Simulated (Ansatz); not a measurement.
`F[Si]1([SiH3])[CH2][AlH]1`, relaxed with RKS PBE-D4/def2-SVP in the Gaussian-basis code of Ansatz from a rough embedded geometry. The force threshold is 0.03 eV/Å; the program also tests the step.

Charge 0, multiplicity 1.

Start:

```xyz
11

F    -1.491    1.234   -1.370
Si   -0.515    0.213   -0.567
Si    1.637    0.304   -1.043
C    -0.749    0.271    1.256
Al   -1.395   -1.559    0.764
H     2.192    1.649   -0.701
H     1.903    0.031   -2.465
H     2.415   -0.704   -0.249
H     0.116    0.339    1.917
H    -1.638    0.954    1.589
H    -2.475   -2.731    0.870
```

Problem. By how much does the energy fall, and how many steps does the optimiser take? (Estimate.)

Solution. Computed: 54.18 kJ/mol, in 14 steps, 1 of them rejected.

Problem. Which bonds change most? (Estimate.)

Solution. Computed: Si2–Si3 from 2.206 to 2.347 Å; Si2–C4 from 1.839 to 1.902 Å; C4–H10 from 1.170 to 1.124 Å; Si2–Al5 from 2.384 to 2.351 Å.

Problem. Give the relaxed structure. (An estimate is asked.)

Solution. Ansatz gave: 
```xyz
11

F    -1.340    1.610   -1.428
Si   -0.622    0.373   -0.594
Si    1.667    0.250   -1.095
C    -0.834    0.274    1.294
Al   -1.396   -1.502    0.596
H     2.431    1.466   -0.634
H     1.912    0.055   -2.567
H     2.210   -0.954   -0.362
H    -0.126    0.711    2.025
H    -1.875    0.572    1.600
H    -2.028   -2.856    1.167
```
